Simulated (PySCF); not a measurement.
Species: C7H11F.
Atom-mapped SMILES: `[CH2:1]=[CH:2][C@@H:3]1[C@H:4]([CH3:5])[CH2:6][C@H:7]1[F:8]`

Structure used (GFN2-xTB), in Å, numbered top down from 1:
```
atom  x, y, z in Å
C1     2.752    0.367    0.176
C2     1.466    0.477    0.456
C3     0.453   -0.564    0.136
C4    -0.708   -0.207   -0.840
C5    -0.941    1.276   -1.063
C6    -1.704   -0.855    0.142
C7    -0.607   -0.882    1.207
F8    -0.441   -2.087    1.846
H9     3.457    1.143    0.420
H10    3.155   -0.507   -0.309
H11    1.091    1.365    0.948
H12    0.948   -1.484   -0.177
H13   -0.630   -0.709   -1.806
H14   -0.089    1.723   -1.571
H15   -1.826    1.421   -1.681
H16   -1.095    1.794   -0.120
H17   -2.590   -0.272    0.382
H18   -1.999   -1.861   -0.146
H19   -0.701   -0.126    1.992
```

NICS is the negative of the GIAO shielding at a point without a nucleus: at the ring centre (0) and 1 Å above and below it (1); zz is the component along the ring normal. Level: GIAO PBE0/pcSseg-1 (PySCF, non-relativistic, gas phase) on the GFN2-xTB geometry, one conformer.

Ring bond lengths (Å), with Mayer bond orders in brackets: C3–C4 1.558 (0.95), C4–C6 1.541 (1.02), C6–C7 1.530 (1.04), C7–C3 1.540 (0.99).

Q: What do the NICS probes read (ppm)?

A: 
| ring | type | NICS(0) | NICS(1), two faces | NICS(1)zz, two faces | rms pucker (Å) | centre to ring atoms, mean (Å) |
| --- | --- | --- | --- | --- | --- | --- |
| C3–C4–C6–C7 | 4-membered carbocycle; formal bonds all single | -2.1 | -0.5 / -1.9 | 3.5 / 0.5 | 0.09 | 1.09 |

Q: What do they say, and how far can they be read as aromaticity?

A: 
- C3–C4–C6–C7: mean NICS(1)zz 2.0 ppm, near zero. C3, C4, C6, C7 have four or more neighbours, and the NICS criterion for π rings isn't applied. A hydrogen on C3, outside the ring, lies only 1.47 Å from a NICS(1) probe, which then mostly feels that atom.

Q: Give the inner angles of the rings and the Hirshfeld charges of the ring atoms.

A: 
- C3–C4–C6–C7: C3 88.3° (-0.037 e), C4 89.2° (-0.018 e), C6 89.3° (-0.084 e), C7 90.3° (+0.064 e); sum 357.1° against 360° for a flat convex ring.

Q: How shielded are the nuclei of the rings and their hydrogens (means over atoms taken as equivalent)?

A: 
```json
{"atoms": "C3", "environment": "allylic carbon", "σ isotropic (ppm)": "133.1", "principal values of the symmetric part, first atom (ppm)": "120.0, 127.3, 152.0"}
{"atoms": "C4", "environment": "four-membered-ring carbon", "σ isotropic (ppm)": "159.8", "principal values of the symmetric part, first atom (ppm)": "144.6, 163.6, 171.3"}
{"atoms": "C6", "environment": "four-membered-ring carbon", "σ isotropic (ppm)": "150.5", "principal values of the symmetric part, first atom (ppm)": "136.0, 140.4, 174.9"}
{"atoms": "C7", "environment": "sp3 C–F carbon", "σ isotropic (ppm)": "93.0", "principal values of the symmetric part, first atom (ppm)": "59.8, 78.3, 140.9"}
{"atoms": "H12", "environment": "methine hydrogen", "σ isotropic (ppm)": "28.66", "principal values of the symmetric part, first atom (ppm)": "26.0, 28.4, 31.6"}
{"atoms": "H13", "environment": "methine hydrogen", "σ isotropic (ppm)": "29.44", "principal values of the symmetric part, first atom (ppm)": "24.9, 28.4, 35.1"}
{"atoms": "H17", "environment": "methylene hydrogen", "σ isotropic (ppm)": "29.80", "principal values of the symmetric part, first atom (ppm)": "26.5, 28.0, 35.0"}
{"atoms": "H18", "environment": "methylene hydrogen", "σ isotropic (ppm)": "29.30", "principal values of the symmetric part, first atom (ppm)": "26.8, 27.1, 34.0"}
{"atoms": "H19", "environment": "methine hydrogen", "σ isotropic (ppm)": "26.78", "principal values of the symmetric part, first atom (ppm)": "23.0, 27.8, 29.5"}
```
